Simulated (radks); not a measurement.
The numbers below are computed, except where a source is named.
Neutral neodymium, 60 electrons, occupied as [Xe] 4f4 6s1 5f1 (not the ground configuration).

Code: a radial shooting solver on a logarithmic mesh with Libxc functionals. Model: scalar-relativistic Kohn-Sham, LDA (Slater exchange, Perdew-Wang correlation), spin-unpolarised, spherical densities, point nucleus.

Energy parts (eV):
total: -261689.51
kinetic: 278467.52
electron-nucleus: -635531.15
Hartree: 101227.35
exchange-correlation: -5853.23

Orbitals (lengths in bohr, moments of r in powers of bohr):
| orbital | occ. | eigenvalue (eV) | <r^4> | <1/r> |
|---|---|---|---|---|
| 1s | 2 | -43364.62 | 1.530e-06 | 66.00 |
| 2s | 2 | -7018.470 | 0.0002493 | 15.25 |
| 2p | 6 | -6277.474 | 0.0001834 | 14.38 |
| 3s | 2 | -1525.365 | 0.009971 | 5.555 |
| 3p | 6 | -1291.666 | 0.01041 | 5.252 |
| 3d | 10 | -966.6652 | 0.008499 | 4.986 |
| 4s | 2 | -306.1877 | 0.2531 | 2.329 |
| 4p | 6 | -229.5953 | 0.3330 | 2.145 |
| 4d | 10 | -120.7112 | 0.5534 | 1.874 |
| 4f | 4 | -6.0936 | 10.29 | 1.249 |
| 5s | 2 | -44.8017 | 8.811 | 0.9010 |
| 5p | 6 | -26.3662 | 17.85 | 0.7580 |
| 5f | 1 | -0.4276 | 130200 | 0.06849 |
| 6s | 1 | -6.6415 | 482.9 | 0.3157 |

The highest occupied level is 5f at -0.428 eV. The density falls to 0.001 e/bohr^3 at r = 4.60 bohr.
